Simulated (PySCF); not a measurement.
CH8ClO2Si3 (doublet state).
Z-matrix (Å and degrees, GFN2-xTB geometry), rows numbered from 1:
```
C 
Si  1  1.9034
O   2  1.6221  1  109.94
Si  3  1.6273  2  150.70  1    86.56
O   2  1.6391  1  107.99  3   118.01
Si  5  1.6107  2  151.34  1   -86.07
Cl  6  2.0094  5  110.18  2    34.47
H   1  1.0845  2  111.06  3    57.70
H   1  1.0891  2  109.23  3   -61.80
H   1  1.0845  2  111.44  3   178.71
H   4  1.4630  3  108.55  2    57.77
H   4  1.4595  3  102.57  2   177.32
H   4  1.4626  3  108.10  2   -63.05
H   6  1.4554  5  108.68  2   -84.34
H   6  1.4543  5  104.02  2   151.67
```

The hyperfine couplings belong to this conformer and change with its torsions.

Identity: `O([Si](O[SiH2]Cl)C)[SiH3]` [radical].

Computed, not measured: UKS B3LYP, pcH-1 on C Cl H O Si, non-relativistic, mean-field spin-orbit, GIAO (PySCF 2.14.0). One conformer (not necessarily the lowest) at the GFN2-xTB geometry, without solvent, vibrations or thermal averaging. A GFN2-xTB geometry isn't a minimum of the functional, and hyperfine couplings can be far from their values at a DFT geometry, by a factor of two or more for some ions and for spin on atoms past the first row. Stability of the SCF solution: not tested.

**Question.** Give the principal g shifts and their parts.

**Answer.** 
```csv
Δg (ppm),1,2,3
relativistic mass correction,-183,-183,-183
gauge correction,68,115,29
orbital Zeeman/spin–orbit,-1546,-205,62
total,-1661,-272,-92
```

So g = 2.00066, 2.00205, 2.00223 and g_iso = 2.00164; the tensor is close to axial: the two nearest values differ by 11 % of g3 − g1. 

**Question.** Average each term over the three axes. Which is largest in size?

**Answer.** The orbital-Zeeman/spin–orbit term -563, the mass correction -183 and the gauge correction 71 ppm, for a total of -675 ppm. The orbital-Zeeman/spin–orbit term is the largest in size. The mass correction is the same along every axis, so the anisotropy comes from the other two: their spans along these axes are 87 (gauge) and 1608 ppm (orbital Zeeman/spin–orbit).

**Question.** What are the electron Larmor frequencies g μB B/h along the three axes at 330 mT?

**Answer.** 9.2406, 9.2470, 9.2478 GHz for g1, g2 and g3, a range of 7.2 MHz.

**Question.** In a frozen sample, at which fields do the three g values resonate at 9.5, 34, 94 and 263 GHz (hyperfine left aside), and which band first spreads them over more than twice a line width of 1.0 mT?

**Answer.** 
| band | GHz | B(g3) mT | B(g2) mT | B(g1) mT | spread mT |
| --- | --- | --- | --- | --- | --- |
| X | 9.5 | 339.00 | 339.03 | 339.27 | 0.27 |
| Q | 34.0 | 1213.26 | 1213.37 | 1214.21 | 0.95 |
| W | 94.0 | 3354.31 | 3354.61 | 3356.94 | 2.63 |
| J | 263.0 | 9384.92 | 9385.77 | 9392.28 | 7.36 |

The spread grows in proportion to the frequency. W band is the first where it exceeds 2.0 mT.

The largest Mulliken spin populations are on Si2 (+0.82) and C1 (+0.09). Si2 is the only atom above +0.15. The angles at Si2 add up to 326.3°, so it is pyramidal.

The HOMO–LUMO gaps are 5.50 eV among the α and 6.22 eV among the β orbitals.
